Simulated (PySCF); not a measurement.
# Fluorine: a sound run and one with changed settings

Sound run: F²⁺ [He] 2s2 2p3, F³⁺ [He] 2s2 2p2. All numbers are calculated (PySCF 2.14, no relativity, point nucleus, in cc-pVDZ). The sound run starts from symmetry-adapted Hartree-Fock orbitals and uses a fine grid where one is needed.

Changed run: 26 angular points. This setting is unsound on purpose.

| species | method | sound run (hartree) | changed run (hartree) | converged |
| --- | --- | --- | --- | --- |
| F²⁺ | UHF | -97.57269 | -97.57269 | yes |
| F²⁺ | LDA | -97.11434 | -97.11434 | yes |
| F²⁺ | PBE | -97.68464 | -97.68464 | yes |
| F³⁺ | UHF | -95.28570 | -95.28570 | yes |
| F³⁺ | LDA | -94.79080 | -94.79113 | yes |
| F³⁺ | PBE | -95.37148 | -95.37095 | yes |

Ionisation energy of F²⁺:

```json
{"method": "UHF", "sound run (eV)": "62.232", "changed run (eV)": "62.232"}
{"method": "LDA", "sound run (eV)": "63.227", "changed run (eV)": "63.218"}
{"method": "PBE", "sound run (eV)": "62.944", "changed run (eV)": "62.959"}
```

A coarse angular grid integrates products of high-l functions wrongly, so density functionals can shift, and the SCF can exploit the error; Hartree-Fock and MP2 need no grid.

For comparison, NIST gives 62.708 eV between the lowest levels.
